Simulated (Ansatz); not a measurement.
`C[O][Zr]1234([O]C)([N](C)C)[C@@H]5[C@H]1[C@H]2[C@@]3(C)[C@@H]54`, relaxed with RKS PBE0-D4/def2-TZVP in the Gaussian-basis code of Ansatz from a GFN2-xTB geometry. The force threshold is 0.005 eV/Å; the program also tests the step.

Charge 0, multiplicity 1. Zr: def2 effective core potential.

Start:

```xyz
33

C     1.539    2.725   -0.023
O     0.309    2.090    0.110
Zr    0.080    0.208    0.221
O     1.741   -0.427    0.892
C     2.189    0.099    2.100
N     0.196   -0.438   -1.702
C     0.993    0.436   -2.548
C     0.760   -1.781   -1.734
C    -1.580    0.572    2.058
C    -1.056   -0.720    2.270
C    -1.429   -1.530    1.169
C    -2.199   -0.741    0.280
C    -2.855   -1.209   -0.993
C    -2.280    0.563    0.826
H     1.782    3.292    0.893
H     2.357    2.003   -0.217
H     1.511    3.445   -0.858
H     1.588    0.977    2.420
H     3.241    0.418    2.011
H     2.142   -0.667    2.894
H     0.987    0.073   -3.592
H     0.562    1.444   -2.535
H     2.056    0.483   -2.223
H     1.799   -1.811   -1.341
H     0.136   -2.460   -1.139
H     0.786   -2.162   -2.770
H    -1.554    1.395    2.765
H    -0.572   -1.071    3.175
H    -1.280   -2.603    1.100
H    -3.026   -2.285   -0.959
H    -3.816   -0.713   -1.127
H    -2.223   -0.982   -1.859
H    -2.884    1.375    0.436
```

By how much does the energy fall, and how many steps does the optimiser take? (An estimate is asked.)

Ansatz gave: 104.67 kJ/mol, in 80 steps, 6 of them rejected.

Which bonds change most? (Best estimate.)

Computed: Zr3–C12 from 2.469 to 2.552 Å; Zr3–C14 from 2.462 to 2.535 Å; Zr3–C9 from 2.502 to 2.561 Å; Zr3–C11 from 2.489 to 2.534 Å.

Give the relaxed structure. (Estimate.)

The calculation gave: 
```xyz
33

C     0.852    3.538    0.130
O     0.959    2.163    0.034
Zr    0.483    0.303    0.311
O     1.801   -0.576    1.430
C     2.315   -1.198    2.553
N     0.786   -0.545   -1.536
C     0.512    0.129   -2.776
C     1.143   -1.925   -1.729
C    -1.507    1.187    1.659
C    -1.139   -0.024    2.265
C    -1.387   -1.065    1.338
C    -1.934   -0.504    0.162
C    -2.437   -1.251   -1.026
C    -1.981    0.895    0.358
H    -0.154    3.843    0.449
H     1.572    3.939    0.854
H     1.054    4.009   -0.839
H     2.941   -0.509    3.133
H     2.936   -2.056    2.268
H     1.516   -1.566    3.212
H    -0.321   -0.333   -3.331
H     0.254    1.178   -2.600
H     1.387    0.117   -3.443
H     2.043   -2.024   -2.354
H     1.359   -2.409   -0.772
H     0.344   -2.500   -2.225
H    -1.413    2.172    2.093
H    -0.712   -0.140    3.250
H    -1.206   -2.119    1.505
H    -1.884   -2.179   -1.179
H    -3.492   -1.510   -0.894
H    -2.354   -0.656   -1.937
H    -2.339    1.617   -0.364
```
